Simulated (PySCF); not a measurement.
C₃H₅ (SMILES [CH]1CC1), doublet, at a GFN2-xTB geometry; B3LYP/STO-3G (PySCF).

PySCF was given this input:
```python
from pyscf import gto, scf, dft

mol = gto.Mole()
mol.atom = '''
    C    -0.010119    0.884815   -0.037771
    C     0.763151   -0.350676    0.056893
    C    -0.755227   -0.368292    0.051022
    H    -0.016347    1.664921   -0.767964
    H     1.314627   -0.706453   -0.807718
    H     1.252008   -0.593943    0.991133
    H    -1.245517   -0.622918    0.981477
    H    -1.291599   -0.736689   -0.817794
'''
mol.basis = 'sto-3g'
mol.charge = 0
mol.spin = 1
mol.verbose = 4
mol.build()

mf = dft.UKS(mol)
mf.xc = 'b3lyp'
mf.grids.level = 4
mf.kernel()
mf.analyze()
```

It wrote (shortened):

```
PySCF version 2.14.0

[INPUT] verbose = 4
[INPUT] num. atoms = 8
[INPUT] num. electrons = 23
[INPUT] charge = 0
[INPUT] spin (= nelec alpha-beta = 2S) = 1
[INPUT] symmetry False subgroup None
[INPUT] Mole.unit = angstrom
[INPUT] Symbol           X                Y                Z      unit          X                Y                Z       unit  Magmom
[...]
nuclear repulsion = 69.5476472598376
number of shells = 14
number of NR pGTOs = 60
number of NR cGTOs = 20
basis = sto-3g
ecp = {}

******** <class 'pyscf.dft.uks.UKS'> ********
method = UKS
initial guess = minao
damping factor = 0
level_shift factor = 0
DIIS = <class 'pyscf.scf.diis.CDIIS'>
diis_start_cycle = 1
diis_space = 8
diis_damp = 0
SCF conv_tol = 1e-09
SCF conv_tol_grad = None
SCF max_cycles = 50
direct_scf = True
direct_scf_tol = 1e-13
number electrons alpha = 12  beta = 11
XC library pyscf.dft.libxc version 7.1.2
    S. Lehtola, C. Steigemann, M. J. T. Oliveira, and M. A. L. Marques,  SoftwareX 7, 1–5 (2018)
XC functionals = b3lyp
    P. J. Stephens, F. J. Devlin, C. F. Chabalowski, and M. J. Frisch,  J. Phys. Chem. 98, 11623 (1994)
radial grids:
    Treutler-Ahlrichs [JCP 102, 346 (1995); DOI:10.1063/1.469408] (M4) radial grids

becke partition: Becke, JCP 88, 2547 (1988); DOI:10.1063/1.454033
pruning grids: <function nwchem_prune>
grids dens level: 4
symmetrized grids: False
atomic radii adjust function: <function treutler_atomic_radii_adjust>
small_rho_cutoff = 0
Set gradient conv threshold to 3.16228e-05
tot grids = 164368
init E= -116.151795805573

cycle= 1 E= -115.768580100248  delta_E= 0.383  |g|= 0.0959  |ddm|= 2.51
cycle= 2 E= -115.77723343754  delta_E= -0.00865  |g|= 0.0479  |ddm|= 0.244
cycle= 3 E= -115.778942396885  delta_E= -0.00171  |g|= 0.00953  |ddm|= 0.0873
cycle= 4 E= -115.779042238888  delta_E= -9.98e-05  |g|= 0.00437  |ddm|= 0.0227
cycle= 5 E= -115.779057189713  delta_E= -1.5e-05  |g|= 0.0015  |ddm|= 0.00832
cycle= 6 E= -115.77905965567  delta_E= -2.47e-06  |g|= 0.000231  |ddm|= 0.00354
cycle= 7 E= -115.779059750147  delta_E= -9.45e-08  |g|= 3.38e-05  |ddm|= 0.000831
cycle= 8 E= -115.779059752201  delta_E= -2.05e-09  |g|= 8.52e-06  |ddm|= 0.000117
cycle= 9 E= -115.779059752314  delta_E= -1.13e-10  |g|= 1.47e-06  |ddm|= 2.79e-05
Extra cycle  E= -115.779059752317  delta_E= -3.33e-12  |g|= 5.05e-07  |ddm|= 3.52e-06
converged SCF energy = -115.779059752317  <S^2> = 0.75283597  2S+1 = 2.002834
**** SCF Summaries ****
Total Energy =                        -115.779059752317067
Nuclear Repulsion Energy =              69.547647259837646
One-electron Energy =                 -292.576583953070042
Two-electron Energy =                  107.249876940915328
Two-electron Coulomb Energy =          125.417366125795880
DFT Exchange-Correlation Energy =      -18.167489184880559
**** MO energy ****
                             alpha | beta                alpha | beta
[...]
To work with the spin densities directly, `use mulliken_meta_spin()` only printing them here.

 ** Mulliken spin pop alpha/beta on meta-lowdin orthogonal AOs **
 ** Mulliken Spin Density (per AO)  **
spin_pop of  0 C 1s       -0.00001
spin_pop of  0 C 2s        0.11602
spin_pop of  0 C 2px       0.03324
spin_pop of  0 C 2py       0.16913
spin_pop of  0 C 2pz       0.65747
spin_pop of  1 C 1s        0.00000
spin_pop of  1 C 2s       -0.00653
spin_pop of  1 C 2px       0.00068
spin_pop of  1 C 2py      -0.01289
spin_pop of  1 C 2pz      -0.00969
spin_pop of  2 C 1s        0.00000
spin_pop of  2 C 2s       -0.00653
spin_pop of  2 C 2px       0.00105
spin_pop of  2 C 2py      -0.01327
spin_pop of  2 C 2pz      -0.00968
spin_pop of  3 H 1s       -0.01926
spin_pop of  4 H 1s        0.02188
spin_pop of  5 H 1s        0.02825
spin_pop of  6 H 1s        0.02825
spin_pop of  7 H 1s        0.02188
 ** Mulliken Spin Density (per atom)  **
spin density of  0 C =      0.97585
spin density of  1 C =     -0.02843
spin density of  2 C =     -0.02843
spin density of  3 H =     -0.01926
spin density of  4 H =      0.02188
spin density of  5 H =      0.02825
spin density of  6 H =      0.02825
spin density of  7 H =      0.02188
 ** Mulliken pop alpha/beta on meta-lowdin orthogonal AOs **
 ** Mulliken pop       alpha | beta **
[...]
In total            12.00000 | 11.00000
 ** Mulliken atomic charges   ( Nelec_alpha | Nelec_beta ) **
charge of  0C =     -0.05121  (     3.51353      2.53768 )
charge of  1C =     -0.10861  (     3.04009      3.06852 )
charge of  2C =     -0.10861  (     3.04009      3.06852 )
charge of  3H =      0.05249  (     0.46412      0.48339 )
charge of  4H =      0.05245  (     0.48472      0.46283 )
charge of  5H =      0.05552  (     0.48637      0.45811 )
charge of  6H =      0.05552  (     0.48637      0.45811 )
charge of  7H =      0.05245  (     0.48472      0.46283 )
Dipole moment(X, Y, Z, Debye):  0.00355, -0.19834, -0.32212
```
